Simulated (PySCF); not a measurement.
AlFH2S2, SMILES [F][Al]([SH])[SH]. Atoms are numbered in the order given.

```xyz
6

Al    -0.3684    -0.0038     0.0000
F     -2.0304     0.0717     0.0000
S      0.7729     1.8515     0.0000
H     -0.3436     2.6191     0.0000
S      0.5760    -1.9628     0.0000
H      1.8237    -1.4338     0.0000
```
Charge 0, spin multiplicity 1.

The structure is a stationary point at B3LYP-D3(BJ)/def2-SVP. The values are those of a single conformer.

Level of theory: PBE0/pcJ-1 (PySCF).

Isotropic couplings with Fermi-contact, spin-dipole and both spin-orbit terms, one fixed conformer, no vibrational averaging. Isotopes: 19F, 1H.

Computed spin–spin coupling constants:
| pair | bonds apart | J (Hz) |
|---|---|---|
| F2–H4 | 3 | 2.6 |
| F2–H6 | 3 | 5.0 |
